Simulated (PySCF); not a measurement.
**Correlation energy of Rh³⁺ (rhodium, charge +3)**

[Kr] 4d6, high-spin 5D determinant. All numbers are calculated (PySCF 2.14, scalar relativity by spin-free X2C-1e, in x2c-TZVPPall (8s6p6d2f1g, 79 functions)). Frozen: [Kr]; 6 electrons correlated.

| level | correlation energy (mhartree) |
| --- | --- |
| CCSD | -110.61 |
| (T) | -1.64 |
| CCSD(T) | -112.25 |

Diagnostics: T1 = 0.00070, D1 = 0.0011, largest double amplitude 0.030.

Cost of the coupled-cluster step: roughly 4 core-seconds, for 6 correlated electrons.

Iterations:

```
CC2 = 0
CCSD nocc = (np.int64(5), np.int64(1)), nmo = (61, 61)
frozen orbitals [[0, 1, 2, 3, 4, 5, 6, 7, 8, 9, 10, 11, 12, 13, 14, 15, 16, 17], [0, 1, 2, 3, 4, 5, 6, 7, 8, 9, 10, 11, 12, 13, 14, 15, 16, 17]]
max_cycle = 100
direct = 0
conv_tol = 1e-08
conv_tol_normt = 1e-06
diis_space = 8
diis_start_cycle = 0
Init t2, MP2 energy = -0.104496504037629
Init E_corr(UCCSD) = -0.104496504038917
cycle = 1  E_corr(UCCSD) = -0.110045408463813  dE = -0.00554890442  norm(t1,t2) = 0.0110187
cycle = 2  E_corr(UCCSD) = -0.110480500782776  dE = -0.000435092319  norm(t1,t2) = 0.00344631
cycle = 3  E_corr(UCCSD) = -0.110625457699559  dE = -0.000144956917  norm(t1,t2) = 0.00186914
cycle = 4  E_corr(UCCSD) = -0.110605001447296  dE = 2.04562523e-05  norm(t1,t2) = 0.000521107
cycle = 5  E_corr(UCCSD) = -0.110609729379803  dE = -4.72793251e-06  norm(t1,t2) = 0.000135736
cycle = 6  E_corr(UCCSD) = -0.110609291251584  dE = 4.38128219e-07  norm(t1,t2) = 3.43905e-05
cycle = 7  E_corr(UCCSD) = -0.110609232427593  dE = 5.88239906e-08  norm(t1,t2) = 9.03539e-06
cycle = 8  E_corr(UCCSD) = -0.110609259981255  dE = -2.75536614e-08  norm(t1,t2) = 2.97914e-06
cycle = 9  E_corr(UCCSD) = -0.110609261357816  dE = -1.37656121e-09  norm(t1,t2) = 1.02759e-06
cycle = 10  E_corr(UCCSD) = -0.110609259997542  dE = 1.36027391e-09  norm(t1,t2) = 2.41553e-07
UCCSD converged
E(UCCSD) = -4779.395502692523  E_corr = -0.110609259997542
UCCSD(T) correction = -0.00163974763720714
```
